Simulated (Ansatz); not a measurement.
Basis-set extrapolation for Cl₂H₂S₂Si (`S[Si](S)(Cl)Cl`) (PBE0-D4/def2-TZVP geometry, frozen core, Ansatz). Multiplicity 1, RHF reference.

```
                       def2-TZVPP    def2-QZVPP
                 HF  -2004.394719  -2004.451360
    MP2 correlation     -0.847162     -0.929467
CCSD(T) correlation     -0.954933       not run
```

Energies in hartree. Use E(X) = E(∞) + A·exp(−7.88·√X) for Hartree–Fock and E(X) = E(∞) + B·X^(−2.97) for correlation, with X = 3 and 4, and add CCSD(T) minus MP2 of the smaller set to the MP2 limit.

Question: What is the CCSD(T) energy at the basis-set limit?

Answer: HF limit: -2004.451360 + (-0.056641) × 0.13774 = -2004.45916. MP2 limit: -0.929467 + (-0.082305) × 0.74074 = -0.99043. Higher-order term: -0.954933 − (-0.847162) = -0.10777. Total: -2005.55736 hartree, 5.65 eV below CCSD(T)/def2-TZVPP.
